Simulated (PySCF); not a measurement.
Compound: CH12N2Si4.
Numbering: `[NH2:1][Si@@H:2]1[CH2:3][Si@:4]([NH2:5])([SiH3:6])[SiH2:7]1`

Cartesian coordinates in Å at the GFN2-xTB level; atoms count from 1:
```xyz
19
CH12N2Si4 angstrom
N     -2.3772   -2.0748   -0.5677
Si    -2.0447   -0.3740   -0.5207
C     -0.3866   -0.0859   -1.4591
Si     0.7867    0.6793   -0.0915
N      1.2568    2.3283   -0.3896
Si     2.7635   -0.5055    0.1135
Si    -1.0672    0.6125    1.3655
H     -3.2243   -2.4076   -0.1370
H     -1.6242   -2.7084   -0.3525
H     -3.2254    0.1910   -1.1902
H     -0.5228    0.5952   -2.2996
H      0.0058   -1.0044   -1.8953
H      0.5434    3.0365   -0.4535
H      1.9812    2.5260   -1.0616
H      2.6323   -1.8652   -0.4258
H      3.9274    0.0755   -0.5673
H      3.1583   -0.6706    1.5160
H     -1.6492    1.8680    1.8693
H     -0.9434   -0.2069    2.5850
```

Definitions: NICS(0) = −σiso at the ring centroid; NICS(1) = −σiso and NICS(1)zz = −σzz at ±1 Å along the ring normal z. Level: GIAO PBE0/pcSseg-1 (PySCF, non-relativistic, gas phase) on the GFN2-xTB geometry, one conformer.

Ring bond lengths (Å), with Mayer bond orders in brackets: Si2–C3 1.927 (0.90), C3–Si4 1.958 (0.82), Si4–Si7 2.359 (0.87), Si7–Si2 2.342 (0.81).

Task: What do the NICS probes read (ppm)?

Result: 
| ring | type | NICS(0) | NICS(1), two faces | NICS(1)zz, two faces | rms pucker (Å) | centre to ring atoms, mean (Å) |
| --- | --- | --- | --- | --- | --- | --- |
| Si2–C3–Si4–Si7 | 4-membered ring with 3 Si; formal bonds all single | 2.8 | -0.4 / -0.7 | 6.0 / 5.8 | 0.03 | 1.51 |

Task: What do they say, and how far can they be read as aromaticity?

Result: 
- Si2–C3–Si4–Si7: mean NICS(1)zz 5.9 ppm, deshielded. Si2, C3, Si4, Si7 have four or more neighbours, so the value isn't read as a sign of a π ring current.

Task: List the ring angles and the Hirshfeld charges of the ring atoms.

Result: 
- Si2–C3–Si4–Si7: Si2 88.3° (+0.300 e), C3 103.5° (-0.269 e), Si4 87.1° (+0.247 e), Si7 80.9° (+0.112 e); sum 359.9° against 360° for a flat convex ring.

The run took 64 s of wall time on one thread, Intel Xeon at 2.70 GHz (x86_64), on a shared host, and the process peaked at 0.92 GiB of memory. This is the whole shielding run at PBE0/pcSseg-1, SCF included.
